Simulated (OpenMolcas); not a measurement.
# Re4+: effect of the basis set

- Program: OpenMolcas 26.06
- Method: MS-RASPT2, IPEA 0.25 Eh, imaginary shift 0.1 Eh (closed shells correlated: 5s)
- Active space: 9 electrons in 8 orbitals (RAS1 5p, at most 2 holes; RAS2 5d)
- State averaging: 2S+1 = 4 even, 10 roots; 2S+1 = 2 even, 40 roots
- Spin-orbit coupling: state interaction with AMFI integrals over the reference wave functions, term energies averaged over their components

A. ANO-R2 [8s6p5d3f1g], X2C, finite nucleus; CASPT2 step about 40 core-seconds
B. ANO-RCC-VTZP [8s7p5d3f2g1h], DKH2, point nucleus; CASPT2 step about 30 core-seconds
C. ANO-RCC-VQZP [9s8p6d4f3g2h], DKH2, point nucleus; CASPT2 step roughly 2.4 core-minutes

Energies in cm⁻¹ above 5d³ ⁴F_3/2, the measured ground level; measured values from the list in Brasseur, Gamrath and Quinet, At. Data Nucl. Data Tables 157, 101636 (2024).

```tsv
Level	A	B	C	Measured
5d³ ⁴F_3/2	0.0	0.0	0.0	0.0
5d³ ⁴F_5/2	5230	5120	5170	4853
5d³ ⁴F_7/2	9570	9440	9440	8973
5d³ ⁴F_9/2 [62 %]	12600	12530	12400	11914
5d³ ⁴P_1/2 [63 %]	14740	14950	14720	14325
5d³ ²G_7/2	20060	20110	19750	19013
5d³ ²H_9/2 [56 %]	21060	21090	20730	19967
5d³ ⁴P_5/2	21960	22070	21900	20922
5d³ ²P_1/2 [63 %]	24590	24730	24430	23669
5d³ ²H_11/2	28420	28550	28020	27077
5d³ ²D_5/2(1)	30530	30610	30280	28739
5d³ ²G_9/2 [56 %]	32020	32010	31610	30366
5d³ ²P_3/2 [53 %]	34210	34260	33930	
5d³ ²F_5/2	36000	36430	35730	34162
5d³ ²F_7/2	36370	36760	36090	34625
5d³ ²D_3/2(2)	54510	55010	54190	52052
5d³ ²D_5/2(2)	54790	55210	54430	52467
```

Deviations, from unrounded energies. A percentage is the sum of absolute deviations over the sum of measured energies, with the sign that they share, or ± where signs differ.

```csv
Against measurement,Levels,A,B,C
mean absolute deviation (cm-1),15,1300,1400,1100
fine structure of the ground term (%),3,+6.4,+5.3,+4.9
other terms of the ground configuration (%),12,+4.9,+5.6,+4.1
```

C lies closest to measurement on these levels and B furthest from it. The largest miss of C in the table is 5d³ ²D_3/2(2), by +2100 cm-1. The ranking rests on the paired levels alone, and a cruder setting can come out closer through cancelling errors.

The two smallest mean deviations differ by little beside CASPT2's spread within terms, so their order carries little weight.

Among A to C the level of the table that moves most is 5d³ ²D_3/2(2), by 810 cm-1 (lowest in C, highest in B). Moves below CASPT2's spread within the term are not significant.

Term energies are means over components that CASPT2 splits; among the terms shown or strongly mixed into the levels shown the widest spread is 1100 cm-1 (5d³ ⁴F, A). Active for correlation alone: 5p; no level in the range computed is led by a configuration that opens it, so any true level of that kind is missing. Measured partners are found by configuration, term and J. A level has none where our copy of the source lacks it or the pairing is in doubt (some pairs that miss far off the trend of their configuration count as doubtful), and it then counts in no deviation. Levels of configurations outside the active space are missing. The table leaves out levels that lie high or whose names do not pair safely across all columns.

A share in square brackets marks a mixed level and gives the weight of the term that names it, the lowest over the columns. A number in round brackets counts repeated terms of one configuration in the order of the reference energies.
